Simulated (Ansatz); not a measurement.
BH₂Br⁻. Charge -1, multiplicity 2. Geometry r2SCAN-D4/def2-TZVP, that of the neutral singlet; atoms count from 1.

```xyz
4

B     0.011   -0.171    0.099
H    -0.955   -0.527    0.691
H     1.036   -0.769    0.061
Br   -0.091    1.467   -0.851
```

The highest occupied level of the charge -1 doublet lies above zero (up to 1.88 eV). Energy differences disagree on whether the electron is bound (positive means bound): 0.12 eV (vertical, against the charge 0 singlet, at PBE0-D4/def2-TZVPD), but -0.10 eV at CCSD(T)/def2-TZVPD.

(1) Estimate the Mulliken populations from the PBE0/def2-TZVPD orbitals of Ansatz.

(2) Where does the spin sit?

(3) And the Mayer bond orders between heavy atoms (over 0.3)?

## Answers

(1) 
```csv
atom,charge (e),spin (α − β)
B1,-0.48,1.03
H2,-0.03,-0.07
H3,-0.03,-0.07
Br4,-0.47,0.10
```
Mulliken values depend strongly on the basis. With diffuse functions, as here, like atoms can get unlike values, and bond orders can come out too low or too high.

(2) Summed by element: B 1.03, H -0.13, Br 0.10, of 1 unpaired in all. Largest on single atoms: B1 1.03, Br4 0.10, H2 -0.07.

(3) B1–Br4 1.07 (1.90 Å).
